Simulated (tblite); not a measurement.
Species: C₈H₈N (doublet state).
Cartesian coordinates in Å at the GFN2-xTB level; atoms count from 1:
```xyz
17
C8H8N angstrom
N      1.7649    0.3662   -2.9614
C      1.8853    0.1591   -1.8319
C      2.0362   -0.0884   -0.4793
C      0.9623   -0.1510    0.3898
C      0.8236   -0.3760    1.7467
C     -0.6665   -0.2431    1.7204
C     -0.5102    0.0048    0.2139
C     -1.3748   -0.4888   -0.9034
C     -1.2470    0.9824   -0.6462
H      3.0417   -0.2350   -0.1099
H      1.5151   -0.5709    2.5438
H     -1.2203   -1.1443    1.9894
H     -1.0680    0.5954    2.2927
H     -2.3021   -0.9772   -0.6438
H     -0.8886   -0.8972   -1.7765
H     -0.6727    1.5725   -1.3440
H     -2.0860    1.5036   -0.2101
```

Method: GFN2-xTB as coded in tblite; computed harmonic values from a numerical Hessian at the method's own geometry, unscaled. Against measured fundamentals such values can be off by several per cent, at times by over 20. One conformer, not necessarily the lowest. Open shells enter through the occupations alone, without spin polarisation, and single modes of such species can be off by tens of per cent.

Harmonic wavenumbers (cm⁻¹): 78.7, 95.1, 182.3, 202.7, 228.9, 317.5, 380.8, 436.6, 495.5, 561.5, 624.8, 644.7, 707.9, 742.1, 798.0, 860.4, 903.3, 934.2, 981.6, 991.7, 1049.3, 1062.6, 1068.8, 1076.2, 1085.4, 1136.1, 1145.6, 1184.2, 1217.7, 1276.8, 1344.5, 1411.8, 1424.0, 1426.6, 1488.8, 1540.6, 2285.9, 2949.1, 2972.9, 3062.3, 3086.3, 3087.0, 3096.2, 3111.0, 3136.8.

A = 2770, B = 1459, C = 1040 MHz; mass 118.066 u (most abundant isotopes); point group Cs, symmetry number 1; spin multiplicity 2.

**Question.** What is the zero-point energy?

**Answer.** ½Σν̃ = 28947 cm⁻¹ = 346.29 kJ/mol.

**Question.** What is S at 350 K and 1 bar for an ideal gas of classical rigid rotors and harmonic oscillators?

**Answer.** Translation 171.69, rotation 122.19, vibration 106.96, spin (R ln 2) 5.76: S = 406.6 J/(mol K).

**Question.** And Cp and H(350 K) − H(0)?

**Answer.** Cp = 163.17 J/(mol K), of which vibrations give 129.91 (their classical limit is 45 R = 374.2); H(350 K) − H(0) = 32.72 kJ/mol without the zero-point energy, 21.08 from vibrations.

**Question.** What must be added to the electronic energy to get the Gibbs energy at 350 K and 1 bar?

**Answer.** ZPE + [H(350 K) − H(0)] − T·S = 346.29 + 32.72 − 142.31 = 236.70 kJ/mol.

**Question.** Blend soft modes into free rotors: weight 1/[1 + (100 cm⁻¹/ν̃)⁴] for the oscillator and the rest for a rotor with moment μB/(μ + B), μ = h/(8π²ν), B = 10⁻⁴⁴ kg m². What vibrational entropy results?

**Answer.** 102.09 J/(mol K) in place of 106.96, which changes −T·S at 350 K by +1.71 kJ/mol.

Hindered rotation and anharmonicity are outside this model. Other conformers, if any are populated, would add a mixing term that is left out.

Hardware: Arm Neoverse V1, one thread, shared host with 64 logical CPUs at a one-minute load of 15. Cost: 0.57 s wall. This covers the Hessian and the dipole derivatives.
